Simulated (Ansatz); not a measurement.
`CNB(F)S` + H₂ → `CNBS` + H–F  (hydrogenolysis of a B–F bond)

Calculated with Ansatz (gas phase, PBE0-D4/def2-TZVP geometries, no zero-point term in ΔE). CCSD(T)/CBS adds triple-zeta CCSD(T) − MP2 to the extrapolated MP2 energy (def2 sets, frozen cores). This one scheme is used for every species. Functionals use def2-TZVPP. B3LYP here is the variant with VWN-RPA as its local correlation; programs differ in this. One conformer a species, not always the lowest.

```json
{"level": "PBE-D4", "ΔE (kJ/mol)": "100.5", "difference from CCSD(T)/CBS": "2.9"}
{"level": "r2SCAN-D4", "ΔE (kJ/mol)": "111.4", "difference from CCSD(T)/CBS": "13.8"}
{"level": "PBE0-D4", "ΔE (kJ/mol)": "99.3", "difference from CCSD(T)/CBS": "1.7"}
{"level": "B3LYP-D4", "ΔE (kJ/mol)": "106.2", "difference from CCSD(T)/CBS": "8.6"}
{"level": "ωB97X-V", "ΔE (kJ/mol)": "105.3", "difference from CCSD(T)/CBS": "7.7"}
{"level": "ωB97M-V", "ΔE (kJ/mol)": "106.1", "difference from CCSD(T)/CBS": "8.5"}
{"level": "B2PLYP", "ΔE (kJ/mol)": "103.6", "difference from CCSD(T)/CBS": "6.0"}
{"level": "PBE", "ΔE (kJ/mol)": "98.8", "difference from CCSD(T)/CBS": "1.2"}
{"level": "r2SCAN", "ΔE (kJ/mol)": "111.0", "difference from CCSD(T)/CBS": "13.4"}
{"level": "PBE0", "ΔE (kJ/mol)": "97.8", "difference from CCSD(T)/CBS": "0.2"}
{"level": "B3LYP", "ΔE (kJ/mol)": "103.4", "difference from CCSD(T)/CBS": "5.8"}
{"level": "HF/def2-TZVPP", "ΔE (kJ/mol)": "105.0", "difference from CCSD(T)/CBS": "7.4"}
{"level": "MP2/def2-TZVPP", "ΔE (kJ/mol)": "100.8", "difference from CCSD(T)/CBS": "3.2"}
{"level": "SCS-MP2/def2-TZVPP", "ΔE (kJ/mol)": "100.8", "difference from CCSD(T)/CBS": "3.2"}
{"level": "CCSD/def2-TZVPP", "ΔE (kJ/mol)": "99.1", "difference from CCSD(T)/CBS": "1.5"}
{"level": "CCSD(T)/def2-TZVPP", "ΔE (kJ/mol)": "100.0", "difference from CCSD(T)/CBS": "2.4"}
{"level": "HF/def2-QZVPP", "ΔE (kJ/mol)": "104.7", "difference from CCSD(T)/CBS": "7.1"}
{"level": "MP2/def2-QZVPP", "ΔE (kJ/mol)": "99.3", "difference from CCSD(T)/CBS": "1.7"}
{"level": "SCS-MP2/def2-QZVPP", "ΔE (kJ/mol)": "99.4", "difference from CCSD(T)/CBS": "1.8"}
{"level": "HF/CBS(def2)", "ΔE (kJ/mol)": "104.7", "difference from CCSD(T)/CBS": "7.1"}
{"level": "MP2/CBS(def2)", "ΔE (kJ/mol)": "98.4", "difference from CCSD(T)/CBS": "0.8"}
{"level": "CCSD/CBS(def2)", "ΔE (kJ/mol)": "96.7", "difference from CCSD(T)/CBS": "-0.9"}
{"level": "CCSD(T)/CBS", "ΔE (kJ/mol)": "97.6", "difference from CCSD(T)/CBS": "0"}
```

Largest T1 diagnostic among the species: 0.012.

In def2-TZVPP, CCSD(T) changes the Hartree–Fock value by −5.0 kJ/mol (the triples alone add +0.9 kJ/mol) and MP2 by −4.2 kJ/mol.
